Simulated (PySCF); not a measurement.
Simulation results for CH$_{5}$AlBO, CH$_{4}$AlBN, AlCl$_{2}$H$_{2}$, AlCl$_{2}$

Calculation on a computer-drawn molecule: the log of a Hartree-Fock and frozen-core CCSD(T) single point meant for a local Hartree-Fock minimum, with one planted fault or none, to be diagnosed. Offsets are logged minus clean, where the clean run is the same molecule without the fault. The reference is restricted for singlets and unrestricted otherwise, and also for a bond in bohr or an excited solution. Adding or removing an electron swaps singlet and doublet. The excited solution moves the top pair (singlet) or top alpha electron (doublet) to the lowest empty orbital. Highest occupied and lowest empty are orbital energies over both spins, largest force is the largest gradient component, triples share is (T) over the correlation energy, the T1 limit is 0.02 restricted and 0.045 unrestricted, electrons count all cores, a negative frequency is imaginary (commonest isotopes), and the dipole is about the centre of nuclear charge. Program: PySCF 2.14.0.

Common to all runs: logged SCF converged yes; logged CC converged yes; logged SCF stable within its kind yes; possible faults no fault, one electron removed, one electron added, multiplicity raised by two, geometry at a saddle point, SCF held on an excited solution, minimal basis STO-3G, one bond length entered in bohr, all coordinates scaled.

(1) 
```xyz
9
formula=CH5AlBO meant_charge=0 meant_multiplicity=2 meant_basis=cc-pV(D+d)Z logged_electrons=37 logged_basis_functions=90 logged_spin_squared=3.7576 logged_highest_occupied=-5.903 logged_lowest_empty=-0.88288 logged_largest_force=0.064616 logged_T1_diagnostic=0.027662 logged_D1_diagnostic=0.12995 logged_triples_share=0.030374 logged_dipole_magnitude=1.3512 logged_energy_HF=-382.1401 logged_energy_CCSD(T)=-382.65107 planted_fault=multiplicity_raised_by_two HF_energy_offset_from_clean_run=67.77 CCSD(T)_energy_offset_from_clean_run=73.51
C     -1.5552    -0.7287     1.4169
Al    -0.7999     1.1055     1.4588
B     -0.5920     2.3013    -0.3616
O     -1.2780     3.4131    -0.7233
H     -1.4900    -1.2566     2.3721
H     -2.6133    -0.6975     1.1246
H     -1.0406    -1.3359     0.6608
H      0.2934     2.0064    -1.1336
H     -1.9606     3.6735    -0.1262
```

Units: logged_highest_occupied, logged_lowest_empty in eV; logged_largest_force in hartree/bohr; logged_dipole_magnitude in debye; logged_energy_HF, logged_energy_CCSD(T) in hartree; HF_energy_offset_from_clean_run, CCSD(T)_energy_offset_from_clean_run in kcal/mol.

Drawn bonds:
| atom | other atom | order |
| --- | --- | --- |
| 1 | 2 | 1 |
| 2 | 3 | 1 |
| 3 | 4 | 1 |
| 1 | 5 | 1 |
| 1 | 6 | 1 |
| 1 | 7 | 1 |
| 3 | 8 | 1 |
| 4 | 9 | 1 |

(2) 
```xyz
8
formula=CH4AlBN meant_charge=0 meant_multiplicity=2 meant_basis=cc-pV(D+d)Z logged_electrons=35 logged_basis_functions=85 logged_spin_squared=0.7553 logged_highest_occupied=-7.91 logged_lowest_empty=0.6709 logged_largest_force=2.29e-05 logged_lowest_frequency=71.643 logged_T1_diagnostic=0.017358 logged_D1_diagnostic=0.046855 logged_triples_share=0.034781 logged_dipole_magnitude=0.76949 logged_energy_HF=-361.23909 logged_energy_CCSD(T)=-361.72414 planted_fault=no_fault HF_energy_offset_from_clean_run=0 CCSD(T)_energy_offset_from_clean_run=0
C     -0.3809    -0.1485     0.4764
Al     1.4108    -0.0194     1.2947
B      1.5643    -0.0333     3.4233
N      1.7003    -0.0382     4.6497
H     -0.3697    -0.1342    -0.6162
H     -1.0111     0.6808     0.8215
H     -0.8735    -1.0741     0.7999
H      1.8045    -0.0425     5.6299
```

Units: logged_highest_occupied, logged_lowest_empty in eV; logged_largest_force in hartree/bohr; logged_lowest_frequency in cm⁻¹; logged_dipole_magnitude in debye; logged_energy_HF, logged_energy_CCSD(T) in hartree; HF_energy_offset_from_clean_run, CCSD(T)_energy_offset_from_clean_run in kcal/mol.

Drawn bonds:
| atom | other atom | order |
| --- | --- | --- |
| 1 | 2 | 1 |
| 2 | 3 | 1 |
| 3 | 4 | 2 |
| 1 | 5 | 1 |
| 1 | 6 | 1 |
| 1 | 7 | 1 |
| 4 | 8 | 1 |

(3) 
```xyz
5
formula=AlCl2H2 meant_charge=-1 meant_multiplicity=1 meant_basis=aug-cc-pV(D+d)Z logged_electrons=50 logged_basis_functions=114 logged_spin_squared=0 logged_highest_occupied=-6.2059 logged_lowest_empty=3.4182 logged_largest_force=6.806e-06 logged_lowest_frequency=145.35 logged_T1_diagnostic=0.0083114 logged_D1_diagnostic=0.017833 logged_triples_share=0.026102 logged_dipole_magnitude=0.75331 logged_energy_HF=-1162.30373 logged_energy_CCSD(T)=-1162.74661 planted_fault=no_fault HF_energy_offset_from_clean_run=0 CCSD(T)_energy_offset_from_clean_run=0
Cl    -0.9853    -2.0858     1.4903
Al     0.0085    -0.1256     1.0445
Cl    -1.5858     1.3214     0.4178
H      1.0076    -0.3374    -0.1877
H      0.6777     0.4168     2.3933
```

Units: logged_highest_occupied, logged_lowest_empty in eV; logged_largest_force in hartree/bohr; logged_lowest_frequency in cm⁻¹; logged_dipole_magnitude in debye; logged_energy_HF, logged_energy_CCSD(T) in hartree; HF_energy_offset_from_clean_run, CCSD(T)_energy_offset_from_clean_run in kcal/mol.

Drawn bonds:
| atom | other atom | order |
| --- | --- | --- |
| 1 | 2 | 1 |
| 2 | 3 | 1 |
| 2 | 4 | 1 |
| 2 | 5 | 1 |

(4) 
```xyz
3
formula=AlCl2 meant_charge=0 meant_multiplicity=2 meant_basis=cc-pV(D+d)Z logged_electrons=47 logged_basis_functions=69 logged_spin_squared=0.7602 logged_highest_occupied=-7.7206 logged_lowest_empty=0.36155 logged_largest_force=3.883e-06 logged_lowest_frequency=-359.31 logged_T1_diagnostic=0.015133 logged_D1_diagnostic=0.046664 logged_triples_share=0.027381 logged_dipole_magnitude=2.056e-12 logged_energy_HF=-1161.00991 logged_energy_CCSD(T)=-1161.37076 planted_fault=geometry_at_a_saddle_point HF_energy_offset_from_clean_run=26.28 CCSD(T)_energy_offset_from_clean_run=19.24
Cl     2.1756     0.0000     0.0000
Al     0.0000     0.0000     0.0000
Cl    -2.1756     0.0000     0.0000
```

Units: logged_highest_occupied, logged_lowest_empty in eV; logged_largest_force in hartree/bohr; logged_lowest_frequency in cm⁻¹; logged_dipole_magnitude in debye; logged_energy_HF, logged_energy_CCSD(T) in hartree; HF_energy_offset_from_clean_run, CCSD(T)_energy_offset_from_clean_run in kcal/mol.

Drawn bonds:
| atom | other atom | order |
| --- | --- | --- |
| 1 | 2 | 1 |
| 2 | 3 | 1 |

(5) 
```xyz
3
formula=AlCl2 meant_charge=0 meant_multiplicity=2 meant_basis=cc-pV(D+d)Z logged_electrons=48 logged_basis_functions=69 logged_spin_squared=0 logged_highest_occupied=-1.3621 logged_lowest_empty=6.6696 logged_largest_force=0.065922 logged_T1_diagnostic=0.011656 logged_D1_diagnostic=0.039526 logged_triples_share=0.023046 logged_dipole_magnitude=3.1159 logged_energy_HF=-1161.07302 logged_energy_CCSD(T)=-1161.45184
Cl     0.6710    -0.4172    -1.5937
Al    -0.6353     0.8067    -0.4686
Cl    -2.3476     1.5792    -1.4387
```

Units: logged_highest_occupied, logged_lowest_empty in eV; logged_largest_force in hartree/bohr; logged_dipole_magnitude in debye; logged_energy_HF, logged_energy_CCSD(T) in hartree.

Drawn bonds:
| atom | other atom | order |
| --- | --- | --- |
| 1 | 2 | 1 |
| 2 | 3 | 1 |

To be estimated
1. Which fault was planted in the run of AlCl$_{2}$ (entry 5)?

Calculated values
1. one electron added

Further results for AlCl$_{2}$ (entry 5):

| Property | Result |
| --- | --- |
| HF energy offset from clean run | -13.32 kcal/mol |
| CCSD(T) energy offset from clean run | -31.64 kcal/mol |
